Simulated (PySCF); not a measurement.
SMILES C#Cc1ccc(C#N)cc1 (C₉H₅N) at its GFN2-xTB optimised geometry (Å):

```
15

C     -1.9763    -2.9862    -0.0051
C     -1.3765    -1.9460    -0.0026
C     -0.6677    -0.7218     0.0000
C     -1.3625     0.4901     0.0013
C     -0.6732     1.6836     0.0013
C      0.7235     1.6794     0.0000
C      1.4319     2.9022    -0.0023
N      2.0068     3.8942    -0.0047
C      1.4218     0.4698     0.0000
C      0.7292    -0.7218     0.0000
H     -2.5019    -3.8942    -0.0082
H     -2.4424     0.4826     0.0020
H     -1.2034     2.6247     0.0020
H      2.5019     0.4779    -0.0004
H      1.2595    -1.6625    -0.0004
```

Method: CAM-B3LYP/def2-TZVP in PySCF. Cells within 0.4 Å of a nucleus heavier than hydrogen are left out (blank, or x).

Map of the log10 of the electron density (e/bohr³), floored at −4 on the plane z = 0.0 Å:

```
|000000000000000011110000000|
|000000000000000233331000000|
|000000000000002356653100000|
|000000000000023578865200000|
|00000000011113468xx85310000|
|00000000134434579xx85310000|
|0000000134665568x9875310000|
|0000000146887679x9764200000|
|000000024689888998643100000|
|00000013468xx9xx87542100000|
|00000135678xx9xx87653200000|
|000002478899878998875300000|
|0000035899x97679x9985310000|
|000002468899878998875300000|
|00000135678xx9xx87653100000|
|00000124568xx9xx86431000000|
|000001356899878997420000000|
|0000024679x9766886420000000|
|0000135689x8655665310000000|
|00001357xx97643333100000000|
|000013689x86532110000000000|
|000013689875421000000000000|
|000003578754310000000000000|
|000002355532100000000000000|
|000000233211000000000000000|
|000000000000000000000000000|
|000000000000000000000000000|
```
Scale: ten equal steps from -4.00 (start of '0') to -0.341 (end of '9'), in the order '0123456789'; x runs from -6.00 to 6.00, y from -6.00 (bottom) to 6.00 (top).
